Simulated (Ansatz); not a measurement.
C2H8NO2Sc, SMILES `C[N](C)[Sc]([OH])[OH]`, relaxed with RKS PBE0-D4/def2-TZVP in Ansatz 0.2.0 from a GFN2-xTB geometry. The force threshold is 0.005 eV/Å; the program also tests the step.

Total charge 0; spin multiplicity 1.

Start:

```xyz
14

C    -1.529    0.973    0.113
N    -0.203    0.374    0.269
C     0.459    1.042    1.392
Sc    0.588   -1.115   -0.841
O     2.261   -1.730   -0.504
O    -0.343   -1.879   -2.196
H    -2.070    0.498   -0.710
H    -2.119    0.859    1.039
H    -1.448    2.055   -0.093
H     1.460    0.628    1.548
H    -0.125    0.917    2.320
H     0.549    2.126    1.203
H     3.042   -2.273   -0.617
H    -0.523   -2.476   -2.923
```

```tsv
step	energy (eV)	largest force (eV/Å)	largest move (Å)
1	-28481.9094	1.946	0.000
2	-28482.0585	0.638	0.119
3	-28482.0985	0.092	0.172
4	-28482.0994	0.436	0.059
5	-28482.1036	0.125	0.042
6	-28482.1044	0.014	0.039
7	-28482.1045	0.007	0.008
8	-28482.1045	0.002	0.002
```

End:

```xyz
14

C    -1.499    0.895    0.058
N    -0.182    0.344    0.258
C     0.502    0.988    1.351
Sc    0.593   -1.119   -0.837
O     2.333   -1.654   -0.368
O    -0.512   -1.786   -2.206
H    -2.007    0.399   -0.774
H    -2.133    0.780    0.952
H    -1.463    1.973   -0.168
H     1.499    0.560    1.491
H    -0.045    0.876    2.301
H     0.624    2.069    1.180
H     3.188   -2.068   -0.299
H    -0.898   -2.257   -2.937
```

Run time 67 s (4 threads of an Arm Neoverse V1 on a shared host); peak host memory 0.83 GiB.
